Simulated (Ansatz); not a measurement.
Start from `NB1C=N1` and change one atom or group to get `B1C=N1`.

Ansatz, PBE0-D4/def2-TZVP geometries, multiplicity 1. Each molecule was computed in one conformer, which needn't be the lowest.

```csv
property,`NB1C=N1`
HOMO energy (PBE0/def2-TZVPP) / eV,-6.87
HOMO–LUMO gap (B3LYP/def2-TZVPP) / eV,5.90
LUMO energy (PBE0/def2-TZVPP) / eV,-0.49
HOMO energy (B3LYP/def2-TZVPP) / eV,-6.66
HOMO energy (PBE/def2-TZVPP) / eV,-5.49
LUMO energy (PBE/def2-TZVPP) / eV,-1.71
```

Task: What does the change do to each property? (Estimate.)

Result: Ansatz gave: 
```json
{"property": "HOMO energy (PBE0/def2-TZVPP) / eV", "`B1C=N1`": "-7.51", "shift": "-0.64"}
{"property": "HOMO–LUMO gap (B3LYP/def2-TZVPP) / eV", "`B1C=N1`": "5.96", "shift": "0.06"}
{"property": "LUMO energy (PBE0/def2-TZVPP) / eV", "`B1C=N1`": "-1.07", "shift": "-0.58"}
{"property": "HOMO energy (B3LYP/def2-TZVPP) / eV", "`B1C=N1`": "-7.30", "shift": "-0.64"}
{"property": "HOMO energy (PBE/def2-TZVPP) / eV", "`B1C=N1`": "-6.12", "shift": "-0.63"}
{"property": "LUMO energy (PBE/def2-TZVPP) / eV", "`B1C=N1`": "-2.34", "shift": "-0.63"}
```

With PBE0 the HOMO falls by 0.64 eV and the LUMO falls by 0.58 eV, so the gap widens by about 0.06 eV. PBE moves the HOMO by -0.63 eV and ωB97M-V by -0.67 eV. The zero-point energy changes by -50.6 kJ/mol with -6 modes.

B3LYP here is the variant with VWN-RPA as its local correlation; programs differ in this.
